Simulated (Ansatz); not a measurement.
Start from `[SiH3][CH2][AlH][CH2]Cl` and change one atom or group to get `Cl[CH2][AlH][Cl]`.

Ansatz, PBE0-D4/def2-TZVP geometries, multiplicity 1. Each molecule was computed in one conformer, which needn't be the lowest. `[SiH3][CH2][AlH][CH2]Cl` holds a close contact that its SMILES doesn't draw: Cl···Al 2.48 Å. `Cl[CH2][AlH][Cl]` holds a close contact that its SMILES doesn't draw: Al···Cl 2.46 Å.

```tsv
property	`[SiH3][CH2][AlH][CH2]Cl`
HOMO energy (B3LYP/def2-TZVPP) / eV	-7.70
HOMO energy (ωB97M-V/def2-TZVPP) / eV	-10.12
HOMO–LUMO gap (B3LYP/def2-TZVPP) / eV	6.79
LUMO energy (B3LYP/def2-TZVPP) / eV	-0.91
size of the dipole moment (B3LYP/def2-TZVPP) / D	0.89
HOMO energy (PBE/def2-TZVPP) / eV	-6.67
```

**Question.** What does the change do to each property? (Estimate.)

**Answer.** Ansatz gave: 
```csv
property,`Cl[CH2][AlH][Cl]`,shift
HOMO energy (B3LYP/def2-TZVPP) / eV,-7.98,-0.28
HOMO energy (ωB97M-V/def2-TZVPP) / eV,-10.41,-0.29
HOMO–LUMO gap (B3LYP/def2-TZVPP) / eV,6.94,0.15
LUMO energy (B3LYP/def2-TZVPP) / eV,-1.04,-0.13
size of the dipole moment (B3LYP/def2-TZVPP) / D,2.38,1.49
HOMO energy (PBE/def2-TZVPP) / eV,-6.90,-0.23
```

With PBE0 the HOMO falls by 0.29 eV and the LUMO falls by 0.11 eV, so the gap widens by about 0.18 eV. PBE moves the HOMO by -0.23 eV and ωB97M-V by -0.29 eV. Dipoles are sizes alone; their direction can turn.

B3LYP here is the variant with VWN-RPA as its local correlation; programs differ in this.
